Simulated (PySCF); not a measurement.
hydrogen fluoride (HF), SMILES F. Atoms are numbered in the order given.

```xyz
2

F      0.0000     0.0000    -0.0921
H      0.0000     0.0000     0.8289
```
Charge 0, spin multiplicity 1.

The structure is a stationary point at PBE0-D3(BJ)/def2-TZVPD.

These are PBE0/def2-TZVPD (PySCF) values and carry that method's errors.

Question: Estimate the frontier levels, gap, dipole moment and polarisability. (The exact figures need the calculation; the answer reports its results.)

Answer: 
```
Item                                                                                                            Value
---------------------------------------------------------------------------------------------  ----------------------
highest occupied level                                                                                      -11.83 eV
lowest empty level                                                                                            0.30 eV
orbital gap                                                                                                  12.13 eV
dipole moment                                                                                                  1.81 D
quadrupole, principal values (traceless, Buckingham form, about the centre of nuclear charge)  -1.08, -1.08, 2.16 D·Å
mean static polarisability                                                                        5.6 bohr³ (0.83 Å³)
polarisability, principal values                                                                  5.2, 5.2, 6.4 bohr³
```
